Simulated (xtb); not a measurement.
xtb input (GFN2-xTB):

```bash
xtb mol.xyz --gfn 2 --ohess tight --chrg 1 --uhf 0
```
mol.xyz:
```
15

Si     0.10570979    -0.33180641    -0.68364267
N     -1.06592543     0.05124890     0.53366749
Si    -2.81172482    -0.14842506     0.31573242
O      1.49362043     0.08529174     0.04511855
Si     3.14472087     0.20692682     0.05801978
H      0.11691036    -1.72230338    -0.95861829
H     -0.05052929     0.51062363    -1.91862134
H     -0.72184501     0.51522148     1.29526870
H     -3.32123695     0.86385425    -0.59683736
H     -3.02583300    -1.46832069    -0.18222670
H     -3.33536800     0.04537431     1.68780095
H      3.44344287     0.68418378     1.37187053
H      3.60097148     1.08408720    -1.03245158
H      3.64817357    -1.19314111    -0.14776536
H     -1.13831891     0.93159326     0.16905261
```

End of the output:

```
   temp. (K)  partition function   enthalpy   heat capacity  entropy
                                   cal/mol     cal/K/mol   cal/K/mol   J/K/mol
 298.15  VIB  0.149E+04             4442.863     28.432     27.603
         ROT  0.369E+06              888.752      2.981     28.457
         INT  0.551E+09             5331.615     31.413     56.060
         TR   0.134E+28             1481.254      4.968     40.349
         TOT                        6812.8691    36.3815    96.4088   403.3746

       T/K    H(0)-H(T)+PV         H(T)/Eh          T*S/Eh         G(T)/Eh
Note: The following floating-point exceptions are signalling: IEEE_UNDERFLOW_FLAG IEEE_DENORMAL
normal termination of xtb
   ------------------------------------------------------------------------
    298.15    0.108570E-01    0.107412E+00    0.458070E-01    0.616051E-01
   ------------------------------------------------------------------------

         :::::::::::::::::::::::::::::::::::::::::::::::::::::
         ::                  THERMODYNAMIC                  ::
         :::::::::::::::::::::::::::::::::::::::::::::::::::::
         :: total free energy         -16.966298289499 Eh   ::
         ::.................................................::
         :: total energy              -17.027903435530 Eh   ::
         :: zero point energy           0.096555098734 Eh   ::
         :: G(RRHO) w/o ZPVE           -0.034949952704 Eh   ::
         :: G(RRHO) contrib.            0.061605146031 Eh   ::
         :::::::::::::::::::::::::::::::::::::::::::::::::::::
imag cut-off (cm-1) :    5.00
 found            1  significant imaginary frequency
 writing imag mode distorted coords to xtbhess.xyz
 for further optimization.

optimized geometry written to: xtbopt.xyz

           -------------------------------------------------
          | TOTAL ENERGY              -17.027903435530 Eh   |
          | TOTAL ENTHALPY            -16.920491338799 Eh   |
          | TOTAL FREE ENERGY         -16.966298289499 Eh   |
          | GRADIENT NORM               0.000202317249 Eh/α |
          | HOMO-LUMO GAP               4.535327155481 eV   |
           -------------------------------------------------

------------------------------------------------------------------------
------------------------------------------------------------------------
 total:
 SCF:
 ANC optimizer:
 analytical hessian:
```

It need not be the lowest isomer of its formula.
